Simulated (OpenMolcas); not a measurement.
Cu4+ among 4 point charges of -1 e arranged as a tetrahedron (Td), 1.72 Å from the ion.

* Program: OpenMolcas 26.06
* Method: CASSCF
* Basis: ANO-RCC-VDZP [5s4p2d1f]
* Scalar Hamiltonian: DKH2, point nucleus
* Active space: 7 electrons in 5 orbitals (3d)
* State averaging: 2S+1 = 4 even, 10 roots; 2S+1 = 2 even, 40 roots
* Spin-orbit coupling: RASSI with atomic mean-field integrals over the reference wave functions

What is the spin-free ground state (labels of Td)?

4A2, 1-fold in its orbital part, 100 % from free-ion F terms; it has the highest spin that d7 allows.

Where is the first state of the same spin?

4T2 at 850 cm-1 above the ground state.

What are the lowest two levels with spin-orbit coupling?

A 4-fold level Γ8, then a 4-fold level Γ8 627.8 cm-1 above it. Their leading multiplicities are 4 (100 %) and 4 (100 %).

What is χT at 300 K, and how does it compare with the textbook value?

The lowest level has 2S+1 = 4, for which the spin-only value is χT = S(S+1) / 2 = 1.875 cm3 K/mol (g = 2). The computed 4.883 at 300 K differs by +3.008, through orbital momentum, spin-orbit coupling and any other state in reach.

Spin-orbit coupling mixes the spin-free states strongly: the lowest level takes only 58 % from its leading state, 4A2. Without dynamic correlation the repulsion within the d shell is too large (B by tens of per cent), so at a given field states of lower spin stand too high. The ground term spreads over less than 5000 cm-1, several times less than with real ligands, so orbital moments are less quenched and χT lies further from the spin-only value than at real sites. This is an electrostatic model: the charges have no orbitals. No measured value stands beside these numbers.
